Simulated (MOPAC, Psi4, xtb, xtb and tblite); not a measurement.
Conformational energy of SMILES c1c[se]c(-c2cc3sccc3s2)c1, singlet. Scanned: dihedral Se3–C4–C5–S12; all other coordinates were relaxed at GFN2-xTB. Points at φ and −φ are mirror images. Heavy atoms are numbered in the order of the SMILES c1c[se]c(-c2cc3sccc3s2)c1, hydrogens after them in the order of the atoms that carry them; the mirror image has the same energies with the sign of each dihedral reversed.

- GFN2-xTB (xtb and tblite)
- PM3, restricted, heats of formation // GFN2-xTB (MOPAC)
- GFN1-xTB // GFN2-xTB (xtb)
- PBE-D3(BJ)/def2-SVP // GFN2-xTB (Psi4)

Energies relative to the lowest point of each profile, in eV; the last columns give the difference from PBE-D3(BJ):

```tsv
φ / °	GFN2-xTB	PM3	GFN1-xTB	PBE-D3(BJ)/def2-SVP	GFN2-xTB − PBE-D3(BJ)/def2-SVP	PM3 − PBE-D3(BJ)/def2-SVP	GFN1-xTB − PBE-D3(BJ)/def2-SVP
-160	0.019	0.035	0.019	0.002	0.018	0.033	0.017
-140	0.076	0.059	0.073	0.021	0.055	0.038	0.052
-120	0.157	0.086	0.151	0.074	0.083	0.012	0.077
-100	0.227	0.089	0.215	0.139	0.088	-0.050	0.076
-80	0.234	0.081	0.216	0.144	0.090	-0.063	0.072
-60	0.177	0.070	0.152	0.081	0.096	-0.011	0.071
-40	0.113	0.035	0.075	0.031	0.081	0.003	0.044
-20	0.074	0.007	0.023	0.026	0.048	-0.019	-0.003
0	0.063	0.000	0.006	0.035	0.028	-0.035	-0.029
20	0.074	0.007	0.023	0.026	0.048	-0.019	-0.003
40	0.113	0.035	0.075	0.031	0.081	0.003	0.044
60	0.177	0.070	0.152	0.081	0.096	-0.011	0.071
80	0.234	0.081	0.216	0.144	0.090	-0.063	0.072
100	0.227	0.089	0.215	0.139	0.088	-0.050	0.076
120	0.157	0.086	0.151	0.074	0.083	0.012	0.077
140	0.076	0.059	0.073	0.021	0.055	0.038	0.052
160	0.019	0.035	0.019	0.002	0.018	0.033	0.017
180	0.000	0.026	0.000	0.000	0.000	0.026	0.000
```

GFN2-xTB is furthest from PBE-D3(BJ)/def2-SVP at -60 (0.096 eV, above); its mean absolute difference over the points is 0.064 eV.

PM3 is furthest from PBE-D3(BJ)/def2-SVP at -80 (-0.063 eV, below); its mean absolute difference over the points is 0.029 eV.

GFN1-xTB is furthest from PBE-D3(BJ)/def2-SVP at -120 (0.077 eV, above); its mean absolute difference over the points is 0.047 eV.
